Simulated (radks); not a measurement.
Results of a calculation; reference values are marked as such.
Task: Successive ionisation energies (eV) of one element, from differences of total energies of ions in their ground configurations, starting at charge 44: 3495.5, 3585.4, 3673.7, 3856.6, 3951.3, 9332.6, 9574.5, 9810.3, 10139.6, 10389.9. Level of theory: non-relativistic Kohn-Sham, TPSS, spin-polarised, spherical densities, point nucleus; open shells are filled with parallel spins first (spin-orbit coupling, left out, can overturn this in heavy ions); meta-GGA in the generalised Kohn-Sham scheme; relativity is left out, which matters for an element this heavy (a radial shooting solver on a logarithmic mesh with Libxc functionals). Which element is it?

Result: Praseodymium (Z = 59). The first species listed is Pr44+ in [Ne] 3s2 3p3, the last Pr53+ in [He] 2s2 2p2.
